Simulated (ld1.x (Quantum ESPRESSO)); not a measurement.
Transferability test, TM potential for neon

ld1.x (Quantum ESPRESSO) 7.5 input, shortened:

```
&input
   title='Ne', zed=10., rel=1, dft='PBESOL', iswitch=3,
   config='[Ne] 3d-2'
 /
 &inputp
   pseudotype=2, tm=.true., lloc=0,
   nlcc=.false.
 /
3
2P  2  1   6.00   0.00  1.10  1.10  0.0
3D  3  2  -2.00  -0.05  1.00  1.00  0.0
2S  1  0   2.00   0.00  0.70  0.70  0.0
 &test
   configts(1)='2s2 2p6'
 /
```

Energies are relative to the spin-unpolarised reference configuration 2s2 2p6; without spin polarisation the order of configurations can differ from experiment.

```json
{"valence configuration": "2s2 2p4", "charge": "+2", "ΔE all-electron (eV)": "65.559", "error AE − PS (meV)": "+70"}
{"valence configuration": "2s2 2p3", "charge": "+3", "ΔE all-electron (eV)": "132.845", "error AE − PS (meV)": "+342"}
{"valence configuration": "2s2 2p5.5", "charge": "+0.5", "ΔE all-electron (eV)": "8.833", "error AE − PS (meV)": "-0.2"}
{"valence configuration": "2s2 2p2", "charge": "+4", "ΔE all-electron (eV)": "227.284", "error AE − PS (meV)": "+1095"}
{"valence configuration": "2s1 2p6", "charge": "+1", "ΔE all-electron (eV)": "45.670", "error AE − PS (meV)": "-18"}
```

What are ΔE and the potential's error for 2s2 2p5?

ΔE = 22.399 eV all-electron; the error (AE − PS) is +4.3 meV.
